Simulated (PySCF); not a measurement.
BH5NO (calculated)

All values are calculated (PySCF 2.14.0). Calculation on a computer-drawn molecule: optimised geometry and harmonic frequencies of an isolated molecule of the commonest isotopes, restricted reference for singlets and unrestricted otherwise, frozen core in MP2.

BH5NO

Start structure:
```xyz
8
BH5NO
N     -0.8410    -0.9639     0.5211
B      0.2401    -0.6998    -0.5709
O      0.0549    -1.6955    -1.6841
H     -0.6163    -0.2632     1.3327
H     -0.6073    -1.8556     0.9577
H      1.3800    -0.8391    -0.2243
H      0.0961     0.4797    -1.0148
H     -0.9315    -1.6472    -1.7841
```

| Item | Value |
| --- | --- |
| charge | -1 |
| multiplicity | 1 |
| method | HF |
| basis | aug-cc-pVDZ |
| rotational constants | 34.13, 8.79, 7.708 GHz |
| total energy | -156.9684 hartree |
| convergence status largest gradient component | 2.409e-05 hartree/bohr |

Drawn bonds:
```
atom  other atom  order
   1           2      1
   2           3      1
   1           4      1
   1           5      1
   2           6      1
   2           7      1
   3           8      1
```

Optimised structure:
```xyz
8
BH5NO
N     -0.7756    -0.9812     0.5649
B      0.2503    -0.7166    -0.5861
O     -0.0116    -1.6705    -1.7040
H     -0.7509    -0.2424     1.2465
H     -0.5469    -1.8259     1.0626
H      1.4495    -0.8860    -0.2407
H      0.0988     0.4887    -0.9394
H     -0.9386    -1.6508    -1.8706
```

Modes:
```
frequency (cm⁻¹)  reduced mass (dalton)
           240.9                  1.145
           310.7                  1.263
           475.9                  2.192
           734.7                  1.145
           816.8                  1.684
           859.8                  2.488
           927.3                  2.476
            1011                  1.244
            1143                  1.325
            1185                   1.24
            1269                  1.343
            1282                  1.172
            1705                  1.099
            2108                  1.096
            2208                  1.044
            3669                  1.052
            3746                   1.09
            4170                  1.065
```
